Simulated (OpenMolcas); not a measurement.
## Mn2+, Tc2+, Re2+: d5 down the group

```yaml
Program: OpenMolcas 26.06
Method: RASSCF
Basis: ANO-R2
Scalar_Hamiltonian: X2C, finite nucleus
Spin-orbit_coupling: state interaction with AMFI integrals over the reference wave functions, term energies averaged over their components
```

Active space for each ion: 11 electrons in 8 orbitals (RAS1 p, at most 2 holes; RAS2 d).

Computed levels in cm-1 above 6S 5/2:

| Level | Mn2+ | Tc2+ | Re2+ |
| --- | --- | --- | --- |
| 4G 7/2 | 33022 | 24970 | 22827 |
| 4G 11/2 | 33027 | 25025 | 23535 |
| 4G 9/2 | 33033 | 25065 | 24038 |
| 4P 3/2 | 33654 | 25941 | 23121 |
| 4P 1/2 | 33678 | 26198 | 24950 |
| 4D 7/2 | 38983 | 29430 | 28211 |
| 4D 1/2 | 39010 | 29741 | 30619 |
| 4D 3/2 | 39025 | 29902 | 31340 |
| 4D 5/2 | 39027 | 29901 | 29924 |
| weight of 6S in the lowest level (%) | 100 | 99 | 93 |

Mixed levels, with the weight of the term that names them: Re2+ 4P 3/2 (58 %), Re2+ 4D 3/2 (56 %), Re2+ 4D 5/2 (53 %).

Measured, with the error of the calculation in %. Measured levels: Mn2+ from Corliss and Sugar, J. Phys. Chem. Ref. Data 6, 1253 (1977); Re2+ from the list in Brasseur, Gamrath and Quinet, At. Data Nucl. Data Tables 157, 101636 (2024).

```csv
Level,Mn2+,Re2+
4G 7/2,26860 (+22.9),16890 (+35.1)
4G 11/2,26824 (+23.1),18020 (+30.6)
4G 9/2,,18346 (+31.0)
4P 3/2,29241 (+15.1),
4P 1/2,29207 (+15.3),
4D 7/2,32307 (+20.7),20453 (+37.9)
4D 1/2,32369 (+20.5),
4D 5/2,32384 (+20.5),
```

Without spin-orbit coupling 4G lies 33026, 25009, 23380 cm-1 above 6S in that order; the difference to the level 4G 7/2, of either sign, comes from spin-orbit coupling, which also lowers the zero.

Without dynamic correlation excited terms often stand tens of per cent too high (terms of higher spin than the ground term too low), and those without a measured partner can miss by more than the paired ones. Active for correlation alone: 3p; no level in the range computed is led by a configuration that opens it, so any true level of that kind is missing (holds for Mn2+). Active for correlation alone: 4p; no level in the range computed is led by a configuration that opens it, so any true level of that kind is missing (holds for Tc2+). Some levels mix across a computed gap that differs much from the measured one, so their mixing is not that of the real levels (holds for Re2+). Active for correlation alone: 5p; no level in the range computed is led by a configuration that opens it, so any true level of that kind is missing (holds for Re2+). Computed and measured levels are paired by configuration, term and J; levels that our copy of the source lacks, or whose pairing is in doubt (as where it misses far off the trend of its configuration), stay unpaired and out of the deviations. Only configurations of the active space appear.
